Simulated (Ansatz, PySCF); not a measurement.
Bond stretch in SNa (cation, charge +1), lowest singlet found (which spin is the ground state isn't settled by this scan).

Levels: RMP2 = MP2 on RHF/aug-cc-pVDZ, frozen core in Ansatz (a quantum-chemistry and plane-wave program); RHF/LANL2DZ = restricted Hartree-Fock/LANL2DZ, with its core potentials past Ne (PySCF); RHF/aug-cc-pVDZ (Ansatz).

Total energies in hartree (comparable only within one method and basis):

```json
[
 {"R / Å": "1.96", "RMP2": "-559.10404", "RHF/LANL2DZ": "-9.67968", "RHF": "-559.00141"},
 {"R / Å": "2.12", "RMP2": "-559.15195", "RHF/LANL2DZ": "-9.73355", "RHF": "-559.04937"},
 {"R / Å": "2.27", "RMP2": "-559.17825", "RHF/LANL2DZ": "-9.76431", "RHF": "-559.07551"},
 {"R / Å": "2.34", "RMP2": "-559.18641", "RHF/LANL2DZ": "-9.77431", "RHF": "-559.08357"},
 {"R / Å": "2.46", "RMP2": "-559.19615", "RHF/LANL2DZ": "-9.78683", "RHF": "-559.09312"},
 {"R / Å": "2.57", "RMP2": "-559.20164", "RHF/LANL2DZ": "-9.79445", "RHF": "-559.09844"},
 {"R / Å": "2.66", "RMP2": "-559.20442", "RHF/LANL2DZ": "-9.79868", "RHF": "-559.10109"},
 {"R / Å": "2.76", "RMP2": "-559.20622", "RHF/LANL2DZ": "-9.80181", "RHF": "-559.10276"},
 {"R / Å": "2.80", "RMP2": "-559.20666", "RHF/LANL2DZ": "-9.80269", "RHF": "-559.10315"},
 {"R / Å": "2.95", "RMP2": "-559.20725", "RHF/LANL2DZ": "-9.80463", "RHF": "-559.10358"},
 {"R / Å": "3.06", "RMP2": "-559.20698", "RHF/LANL2DZ": "-9.80508", "RHF": "-559.10322"},
 {"R / Å": "3.22", "RMP2": "-559.20598", "RHF/LANL2DZ": "-9.80487", "RHF": "-559.10214"},
 {"R / Å": "3.42", "RMP2": "-559.20427", "RHF/LANL2DZ": "-9.80385", "RHF": "-559.10037"},
 {"R / Å": "3.66", "RMP2": "-559.20208", "RHF/LANL2DZ": "-9.80224", "RHF": "-559.09816"},
 {"R / Å": "3.97", "RMP2": "-559.19953", "RHF/LANL2DZ": "-9.80022", "RHF": "-559.09564"},
 {"R / Å": "4.30", "RMP2": "-559.19737", "RHF/LANL2DZ": "-9.79844", "RHF": "-559.09352"},
 {"R / Å": "4.77", "RMP2": "-559.19519", "RHF/LANL2DZ": "-9.79660", "RHF": "-559.09139"},
 {"R / Å": "5.38", "RMP2": "-559.19346", "RHF/LANL2DZ": "-9.79517", "RHF": "-559.08968"},
 {"R / Å": "5.95", "RMP2": "-559.19251", "RHF/LANL2DZ": "-9.79441", "RHF": "-559.08875"},
 {"R / Å": "6.84", "RMP2": "-559.19167", "RHF/LANL2DZ": "-9.79372", "RHF": "-559.08791"},
 {"R / Å": "7.92", "RMP2": "-559.19113", "RHF/LANL2DZ": "-9.79325", "RHF": "-559.08737"},
 {"R / Å": "9.18", "RMP2": "-559.19080", "RHF/LANL2DZ": "-9.79297", "RHF": "-559.08705"}
]
```

The restricted form behind RMP2, RHF/LANL2DZ, RHF keeps the bonding electrons paired and can't separate into open-shell fragments.
